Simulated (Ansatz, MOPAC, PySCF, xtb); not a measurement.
Dimer: CH5N (SMILES CN) (first 7 atoms) with CH2O2 (SMILES O=CO); geometry from B3LYP-D3(BJ)/def2-TZVP.
(charge 0, multiplicity 1):
```xyz
12

C     -0.2824     0.2170     0.0966
N      0.8015    -0.5139     0.7701
H      0.0400     1.2408    -0.0934
H     -1.1417     0.2460     0.7650
H     -0.5908    -0.2333    -0.8514
H      1.6234    -0.5802     0.1808
H      0.5002    -1.4576     0.9896
O     -0.9805    -0.8033     3.3254
C     -0.1803    -0.0652     3.8510
O      0.8927     0.4508     3.2791
H     -0.2669     0.2651     4.8971
H      0.9479     0.1154     2.3150
```

Monomers are frozen at their geometry in the pair; levels with a basis set take the counterpoise correction.

Cores are frozen in the correlated methods. Rows in 6-31G* carry no dispersion term and start afresh at each structure (6-31G* with six Cartesian d functions). The state that PM3 reach isn't checked.

Codes used: Ansatz (an electronic-structure program) with Gaussian orbitals; MOPAC for PM3 (differences of heats of formation); PySCF for 6-31G* rows, the dispersion terms; xtb for the GFN methods. 

```csv
level,interaction energy (kJ/mol)
PM3,-21.8
GFN1-xTB,-58.8
PBE/def2-TZVPPD,-59.4
revPBE/def2-TZVPPD,-45.9
r2SCAN-D4/def2-TZVPPD,___
B3LYP/6-31G*,-59.2
PBE0/def2-TZVPPD,-60.6
CAM-B3LYP/def2-TZVPPD,-59.6
SCS-MP2/aug-cc-pVDZ,___
```

**Question.** Complete the blanks.

**Answer.** 
- r2SCAN-D4/def2-TZVPPD, interaction energy (kJ/mol): -66.9
- SCS-MP2/aug-cc-pVDZ, interaction energy (kJ/mol): -49.9
